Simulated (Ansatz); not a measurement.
Computed with Ansatz on PBE0-D4/def2-TZVP structures; ΔE is electronic, products minus reactants. CCSD(T)/CBS is the MP2 limit (def2-TZVPP, def2-QZVPP) plus CCSD(T) − MP2 in def2-TZVPP, frozen cores. This one scheme is used for every species. For Se outer-core shells are correlated without core-valence functions, which leaves a few kJ/mol of doubt a bond. Scalar relativity is left out up to krypton. Each species was taken in one conformer, which may not be the lowest.

Reaction (formal exchange of groups at the Se–P bond): `C[Se]P` + `[SiH3]S` → `C[Se][SiH2]S` + PH₃

| species | CCSD(T)/CBS(def2) energy (Eh) |
| --- | --- |
| `C[Se]P` | -2782.70431 |
| `[SiH3]S` | -689.27336 |
| `C[Se][SiH2]S` | -3129.27496 |
| PH₃ | -342.72256 |

Problem. Work out ΔE.

Solution. ΔE = (-3129.27496) + (-342.72256) − (-2782.70431) − (-689.27336) = -0.01985 Eh = -52.1 kJ/mol.

Largest T1 diagnostic among the species: 0.013.

The D4 term adds −5.8 kJ/mol with B3LYP and −3.5 kJ/mol with PBE0; it sums over pairs of atoms, weighted by their polarisabilities, and B3LYP, whose exchange is more repulsive, gets the larger term. In def2-TZVPP, CCSD(T) changes the Hartree–Fock value by −8.6 kJ/mol (the triples alone add −0.9 kJ/mol) and MP2 by −10.7 kJ/mol.

B3LYP here is the variant with VWN-RPA as its local correlation; programs differ in this.
